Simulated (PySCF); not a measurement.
phosphorus nitride (NP), SMILES N#P.

Geometry optimised at B3LYP-D3(BJ)/def2-TZVPD.

Method: B3LYP-D3(BJ)/def2-TZVPD (PySCF).

Frequencies are harmonic and unscaled.

Computed vibrational spectrum:
```json
[
 {"mode": "1", "ν (cm⁻¹)": "1405", "IR (km/mol)": "0.8", "Raman (Å⁴/amu)": "45.1", "depolarisation": "0.09", "moving atoms (share of kinetic energy)": "N 69 %, P 31 %"}
]
```
